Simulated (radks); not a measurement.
The numbers below are computed, except where a source is named.
Problem. Sc2+, 19 electrons, occupied as [Ne] 3s1 3p6 3d1 4p1 (not the ground configuration). Level of theory: scalar-relativistic Kohn-Sham, r2SCAN, spin-polarised, spherical densities, finite nucleus; open shells are filled with parallel spins first; meta-GGA in the generalised Kohn-Sham scheme; Fermi nuclear charge, rms radius 3.5459 fm (a radial shooting solver on a logarithmic mesh with Libxc functionals). Some entries of the table are withheld. Estimate them.

| orbital | occ. | eigenvalue (eV) | <1/r> (bohr^-1) | r(max) (bohr) |
|---|---|---|---|---|
| 1s up | 1 | -4445.229 | 20.77 | 0.04781 |
| 1s down | 1 | -4444.728 | 20.77 | 0.04781 |
| 2s up | 1 | -509.1239 | 4.316 | 0.2830 |
| 2s down | 1 | -508.3615 | 4.316 | 0.2831 |
| 2p up | 3 | -420.7645 | 4.205 | 0.2323 |
| 2p down | 3 | -419.9628 | 4.206 | 0.2323 |
| 3s up | 1 | -82.8877 | 1.333 | 0.9161 |
| 3s down | 0 | -79.1113 | 1.317 | 0.9215 |
| 3p up | 3 | -59.9297 | 1.215 | 0.9514 |
| 3p down | 3 | -56.3970 | 1.200 | 0.9586 |
| 3d up | 1 | (1) | 0.9412 | 0.9988 |
| 3d down | 0 | (2) | 0.9334 | 1.012 |
| 4s up | 0 | -19.3582 | 0.4446 | 2.638 |
| 4p up | 1 | -14.7137 | 0.3863 | 3.022 |
| 4d up | 0 | -8.2371 | (3) | 3.957 |

Solution. 
(1) 3d up eigenvalue (eV): -25.9966
(2) 3d down eigenvalue (eV): -22.7342
(3) 4d up <1/r> (bohr^-1): 0.3049
